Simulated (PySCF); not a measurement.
Electron correlation in Au⁵³⁺ (gold, charge +53)

Starting occupation: [Ar] 3d8, 3d3/2 with m_j = -3/2, -1/2, +1/2, +3/2, 3d5/2 with m_j = -1/2, +1/2, +3/2, +5/2. Calculation: PySCF 2.14, in an uncontracted even-tempered set (15 s from 15 bohr⁻², ratio 2.8; 13 p from 19 bohr⁻², ratio 2.8; 8 d from 19 bohr⁻², ratio 2.8; 3 f from 69 bohr⁻², ratio 3); X2C-1e with screened-nucleus spin-orbit coupling, Gaussian nucleus. Frozen: [Ne]; 16 electrons correlated; the 78 highest virtual spinors left out.

MP2 pair energies summed by pair of shells (mhartree):

| pair | energy | share (%) |
| --- | --- | --- |
| 3d3/2-3d5/2 | -121.76 | 21.7 |
| 3d5/2-3p3/2 | -83.73 | 14.9 |
| 3d3/2-3p3/2 | -70.83 | 12.6 |
| 3d3/2-3d3/2 | -56.09 | 10.0 |
| 3d5/2-3d5/2 | -48.39 | 8.6 |
| 3p3/2-3p3/2 | -28.22 | 5.0 |
| 3p1/2-3p3/2 | -27.31 | 4.9 |
| 3d5/2-3p1/2 | -23.16 | 4.1 |
| 3d3/2-3p1/2 | -22.91 | 4.1 |
| 3p3/2-3s1/2 | -20.17 | 3.6 |
| 3d3/2-3s1/2 | -19.45 | 3.5 |
| 3d5/2-3s1/2 | -19.05 | 3.4 |
| 3p1/2-3s1/2 | -9.90 | 1.8 |
| 3p1/2-3p1/2 | -6.50 | 1.2 |
| 3s1/2-3s1/2 | -4.68 | 0.8 |

Total MP2 correlation energy: -562.15 mhartree.

At this charge the one-electron X2C treatment keeps the bare 1/r₁₂, with no two-electron picture change or Breit term. The effect here is smaller than on the frozen 1s shell.
